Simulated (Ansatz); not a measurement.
Start from `[NH2][AlH][SiH]([SiH3])Cl` and change one atom or group to get `N[SiH]([SiH3])Cl`.

Ansatz, PBE0-D4/def2-TZVP geometries, multiplicity 1. Each molecule was computed in one conformer, which needn't be the lowest.

```
                                        property  `[NH2][AlH][SiH]([SiH3])Cl`
           LUMO energy (ωB97M-V/def2-TZVPP) / eV                         0.11
           HOMO–LUMO gap (B3LYP/def2-TZVPP) / eV                         5.31
         HOMO–LUMO gap (ωB97M-V/def2-TZVPP) / eV                         9.30
           HOMO energy (ωB97M-V/def2-TZVPP) / eV                        -9.18
size of the dipole moment (B3LYP/def2-TZVPP) / D                         2.37
              LUMO energy (PBE0/def2-TZVPP) / eV                        -1.59
```

(1) What does the change do to each property? (An estimate is asked.)

## Answers

(1) Computed: 
```tsv
property	`N[SiH]([SiH3])Cl`	shift
LUMO energy (ωB97M-V/def2-TZVPP) / eV	1.45	1.34
HOMO–LUMO gap (B3LYP/def2-TZVPP) / eV	7.25	1.94
HOMO–LUMO gap (ωB97M-V/def2-TZVPP) / eV	11.47	2.17
HOMO energy (ωB97M-V/def2-TZVPP) / eV	-10.01	-0.83
size of the dipole moment (B3LYP/def2-TZVPP) / D	1.94	-0.43
LUMO energy (PBE0/def2-TZVPP) / eV	-0.22	1.37
```

With PBE0 the HOMO falls by 0.66 eV and the LUMO rises by 1.37 eV, so the gap widens by about 2.03 eV. PBE moves the HOMO by -0.40 eV and ωB97M-V by -0.83 eV. Dipoles are sizes alone; their direction can turn.

B3LYP here is the variant with VWN-RPA as its local correlation; programs differ in this.
